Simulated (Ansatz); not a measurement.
Species: S₂O₂ (charge 0, singlet). 
Coordinates optimised at B3LYP-D3(BJ)/def2-TZVP (Ansatz, an electronic-structure program):
```
S
O 1 1.4720
S 1 2.0125 2 114.63
O 3 1.4720 1 114.63 2 0.00
```

Parts of the frozen-core correlation energy in 6-31G (Ansatz, hartree). Frozen orbitals: 12; correlated occupied orbitals by spin: 12 and 12; virtual: 20 and 20. No spin-orbit coupling. Non-relativistic. The restricted reference is unstable. The program attaches cautions to this run: other roots.

| term | value |
|---|---|
| reference (HF) | -944.29806 |
| MP2 opposite-spin | -0.33156 |
| MP2 same-spin | -0.12753 |
| CCSD correlation | -0.42821 |
| (T) | -0.02990 |
| T1 diagnostic | 0.030 |
| largest doubles amplitude | 0.247 |
